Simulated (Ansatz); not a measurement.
One change: `[NH2][Zr]([Cl])([Cl])[Cl]` becomes `C[NH][Zr]([Cl])([Cl])[Cl]`.

Ansatz, PBE0-D4/def2-TZVP geometries, multiplicity 1. Each molecule was computed in one conformer, which needn't be the lowest.

Elements past krypton have def2 core potentials.

```json
{"property": "HOMO–LUMO gap (PBE/def2-TZVPP) / eV", "`[NH2][Zr]([Cl])([Cl])[Cl]`": "4.03"}
{"property": "LUMO energy (B3LYP/def2-TZVPP) / eV", "`[NH2][Zr]([Cl])([Cl])[Cl]`": "-2.35"}
{"property": "HOMO energy (B3LYP/def2-TZVPP) / eV", "`[NH2][Zr]([Cl])([Cl])[Cl]`": "-8.14"}
{"property": "size of the dipole moment (PBE/def2-TZVPP) / D", "`[NH2][Zr]([Cl])([Cl])[Cl]`": "2.81"}
{"property": "HOMO energy (PBE/def2-TZVPP) / eV", "`[NH2][Zr]([Cl])([Cl])[Cl]`": "-7.01"}
{"property": "size of the dipole moment (B3LYP/def2-TZVPP) / D", "`[NH2][Zr]([Cl])([Cl])[Cl]`": "2.82"}
```

What does the change do to each property? (Best estimate.)

The calculation gave: 
| property | `C[NH][Zr]([Cl])([Cl])[Cl]` | shift |
| --- | --- | --- |
| HOMO–LUMO gap (PBE/def2-TZVPP) / eV | 3.60 | -0.43 |
| LUMO energy (B3LYP/def2-TZVPP) / eV | -2.26 | 0.09 |
| HOMO energy (B3LYP/def2-TZVPP) / eV | -7.57 | 0.57 |
| size of the dipole moment (PBE/def2-TZVPP) / D | 3.27 | 0.46 |
| HOMO energy (PBE/def2-TZVPP) / eV | -6.49 | 0.52 |
| size of the dipole moment (B3LYP/def2-TZVPP) / D | 3.26 | 0.44 |

With PBE0 the HOMO rises by 0.60 eV and the LUMO rises by 0.09 eV, so the gap narrows by about 0.51 eV. PBE moves the HOMO by 0.52 eV and ωB97M-V by 0.63 eV. The zero-point energy changes by 76.7 kJ/mol with +9 modes. Dipoles are sizes alone; their direction can turn.

B3LYP here is the variant with VWN-RPA as its local correlation; programs differ in this.
